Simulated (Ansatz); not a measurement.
One change: `NB1B[SiH2]1` becomes `[GaH2][B]1B[SiH2]1`.

Ansatz, PBE0-D4/def2-TZVP geometries, multiplicity 1. Each molecule was computed in one conformer, which needn't be the lowest.

Scalar relativity is left out up to krypton.

```tsv
property	`NB1B[SiH2]1`
HOMO–LUMO gap (B3LYP/def2-TZVPP) / eV	4.00
LUMO energy (PBE/def2-TZVPP) / eV	-2.38
LUMO energy (B3LYP/def2-TZVPP) / eV	-1.76
HOMO energy (ωB97M-V/def2-TZVPP) / eV	-7.86
ideal-gas entropy at 298 K and 1 bar (rigid rotor, harmonic PBE0-D4/def2-TZVP) / J/(mol·K)	322
size of the dipole moment (ωB97M-V/def2-TZVPP) / D	3.76
```

(1) Give the same properties after the change, and the shifts. (An estimate is asked.)

Results:

(1) Ansatz gave: 
| property | `[GaH2][B]1B[SiH2]1` | shift |
| --- | --- | --- |
| HOMO–LUMO gap (B3LYP/def2-TZVPP) / eV | 4.45 | 0.45 |
| LUMO energy (PBE/def2-TZVPP) / eV | -3.05 | -0.67 |
| LUMO energy (B3LYP/def2-TZVPP) / eV | -2.37 | -0.61 |
| HOMO energy (ωB97M-V/def2-TZVPP) / eV | -8.99 | -1.13 |
| ideal-gas entropy at 298 K and 1 bar (rigid rotor, harmonic PBE0-D4/def2-TZVP) / J/(mol·K) | 356 | 34 |
| size of the dipole moment (ωB97M-V/def2-TZVPP) / D | 1.60 | -2.16 |

With PBE0 the HOMO falls by 1.07 eV and the LUMO falls by 0.62 eV, so the gap widens by about 0.45 eV. PBE moves the HOMO by -1.02 eV and ωB97M-V by -1.13 eV. Dipoles are sizes alone; their direction can turn.

B3LYP here is the variant with VWN-RPA as its local correlation; programs differ in this.
